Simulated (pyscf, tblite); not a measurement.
HO–Si•(OH)–OH → •O–SiH(OH)–OH: energy along the mass-weighted descent from the GFN2-xTB with spin polarisation saddle (tblite), relative to the relaxed reactant side.

(s (amu^1/2 bohr), E (kcal/mol)): (-4.31, 1.2); (-4.04, 1.5); (-3.73, 1.9); (-3.39, 2.4); (-2.96, 3.1); (-2.47, 4.1); (-1.86, 5.7); (0.000, 35.1); (2.04, 11.1); (3.08, 8.5); (3.47, 7.7); (3.80, 7.4); (4.01, 7.1); (4.19, 7.0); (4.34, 6.9)

Problem. The GFN2-xTB with spin polarisation barrier from the reactant side is 1.52 eV. What does ωB97X-D3(BJ) (PySCF) give from its own reactant-side minimum, in def2-SVP and in def2-TZVP?

Solution. 1.79 eV in the double-zeta basis after reoptimising the saddle, and 1.69 eV in the triple-zeta single point, so the tight-binding barrier lies 0.16 eV under the latter. The imaginary mode goes from 1798i to 1540i cm⁻¹.
